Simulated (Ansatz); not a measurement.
C₂H₉FSi₂, SMILES `CC([SiH3])[SiH2]F`. Total charge 0; spin multiplicity 1. The structure was optimised at the PBE0-D4/def2-TZVP level. It is one conformer, not always the lowest.

```xyz
14

C    -0.242    1.469    0.506
C     0.311    0.249   -0.247
Si   -1.018   -0.547   -1.314
Si    1.097   -0.978    0.905
F     2.245   -0.247    1.757
H    -1.033    1.179    1.204
H    -0.668    2.206   -0.180
H     0.537    1.970    1.086
H     1.100    0.564   -0.944
H    -2.134   -1.037   -0.460
H    -0.472   -1.694   -2.087
H    -1.562    0.461   -2.264
H     0.104   -1.502    1.877
H     1.736   -2.092    0.162
```

Task: What is the dipole moment at PBE/def2-TZVPP? (Estimate.)

Result: Computed: 1.16 D, with components (-0.66, 0.57, -0.77) D in this frame, pointing from negative to positive charge.

Task: And with r2SCAN, B3LYP, ωB97M-V? (An estimate is asked.)

Result: The calculation gave: r2SCAN 1.18 D, B3LYP 1.20 D, ωB97M-V 1.18 D.

Task: Give the Mulliken charges with PBE, B3LYP, r2SCAN in def2-TZVPP. (An estimate is asked.)

Result: Ansatz gave: 
```csv
atom,PBE,B3LYP,r2SCAN
C1,-0.29,-0.30,-0.18
C2,-0.12,-0.16,-0.16
Si3,0.15,0.23,0.24
Si4,0.47,0.55,0.56
F5,-0.29,-0.34,-0.33
H6,0.10,0.10,0.07
H7,0.09,0.10,0.06
H8,0.10,0.11,0.07
H9,0.08,0.08,0.05
H10,-0.05,-0.06,-0.06
H11,-0.05,-0.06,-0.06
H12,-0.05,-0.06,-0.07
H13,-0.08,-0.09,-0.09
H14,-0.08,-0.09,-0.09
```

B3LYP here is the variant with VWN-RPA as its local correlation; programs differ in this.
